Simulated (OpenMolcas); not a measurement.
Computed transition rates of neutral carbon

- Program: OpenMolcas 26.06
- Method: SS-CASPT2, IPEA 0.25 Eh, imaginary shift 0.1 Eh (closed shells correlated: 1s)
- Basis: ANO-RCC-VTZP [4s3p2d1f]
- Scalar Hamiltonian: DKH2, point nucleus
- Active space: 4 electrons in 8 orbitals (2s 2p 3s 3p)
- State averaging: 2S+1 = 3 even, 3 roots; 2S+1 = 1 even, 6 roots; 2S+1 = 5 odd, 1 root; 2S+1 = 3 odd, 8 roots; 2S+1 = 1 odd, 3 roots
- Spin-orbit coupling: state interaction with AMFI integrals over the reference wave functions, term energies averaged over their components

Rates come from the transition moments of the reference wave functions (E1 and E2 in the length form). At fixed line strength A goes as λ^-3 for E1 and M1 and as λ^-5 for E2, so a rate at the computed wavelength can be rescaled to the measured one. Measured vacuum wavelengths follow from level energies in NIST Handbook of Basic Atomic Spectroscopic Data. Branching counts decays inside the model space alone, at computed energies, and the table is only a selection of the E1 lines, drawn from those between levels with measured partners whose computed energy lies within a factor of 1.5 of the measured one.

```csv
Upper,Lower,Type,λ computed (nm),λ measured (nm),A computed (s-1),A rescaled (s-1),Branching %
2s 2p3 3P* 0,2s2 2p2 3P1,E1,134.3,132.9,1.73e+09,1.79e+09,100.0
2s 2p3 3P* 2,2s2 2p2 3P2,E1,134.3,133,1.30e+09,1.34e+09,75.1
2s 2p3 3P* 1,2s2 2p2 3P2,E1,134.3,133,7.21e+08,7.42e+08,41.7
2s 2p3 3P* 1,2s2 2p2 3P0,E1,134.3,132.9,5.76e+08,5.94e+08,33.3
2s 2p3 3P* 1,2s2 2p2 3P1,E1,134.3,132.9,4.34e+08,4.48e+08,25.1
2s 2p3 3P* 2,2s2 2p2 3P1,E1,134.3,132.9,4.31e+08,4.45e+08,24.9
2s 2p3 3D* 3,2s2 2p2 3P2,E1,158.5,156.1,3.95e+08,4.14e+08,100.0
2s 2p3 3D* 2,2s2 2p2 3P1,E1,158.4,156.1,2.97e+08,3.10e+08,75.3
2s 2p3 3D* 1,2s2 2p2 3P0,E1,158.4,156,2.20e+08,2.30e+08,55.8
2s 2p3 3D* 1,2s2 2p2 3P1,E1,158.5,156.1,1.64e+08,1.72e+08,41.5
2s 2p3 3D* 2,2s2 2p2 3P2,E1,158.5,156.1,9.74e+07,1.02e+08,24.7
2s 2p3 3D* 1,2s2 2p2 3P2,E1,158.5,156.1,1.07e+07,1.12e+07,2.7
2s 2p3 5S* 2,2s2 2p2 3P2,E1,317.3,296.8,3.40e+01,,74.9
2s 2p3 5S* 2,2s2 2p2 3P1,E1,317,296.6,1.14e+01,,25.1
```

Spin-changing lines and M1 lines between different terms are not rescaled, since their strength hangs on the term gaps too.

The largest correction is for 2s 2p3 3D* 1 → 2s2 2p2 3P0 (E1): 2.20e+08 × (158.4 / 156)^3 = 2.30e+08 s-1, a factor of 1.05.

The computed rate and branching of 2s 2p3 3P* 0 → 2s2 2p2 3P1 give the upper level a radiative lifetime of 1.000 / 1.73e+09 s-1 = 5.78e-10 s, counting decays inside the model space alone. The rescaled rate gives about 5.6e-10 s.

The computed order of these levels differs from the measured one in 2 places, and where term gaps are wrong the rates of spin-changing lines can be off by large factors.

No measured rate stands beside these. Rescaling mends the energy factor alone: line strengths can still be far off where a level mixes with configurations outside the active space, and weak or spin-changing lines hang on small mixing coefficients that depend on the term gaps too, so rescaling need not improve them.

Term energies are means over components that CASPT2 splits; among the terms shown or strongly mixed into the levels shown the widest spread is 100 cm-1 (2s 2p3 3D*). The run also gave levels led by 2s2 2p 3s, which use shells meant for correlation; these and all levels above them are left out. Measured partners are found by configuration, term and J. A level has none where our copy of the source lacks it or the pairing is in doubt (some pairs that miss far off the trend of their configuration count as doubtful). Only configurations of the active space appear.

* marks odd parity.
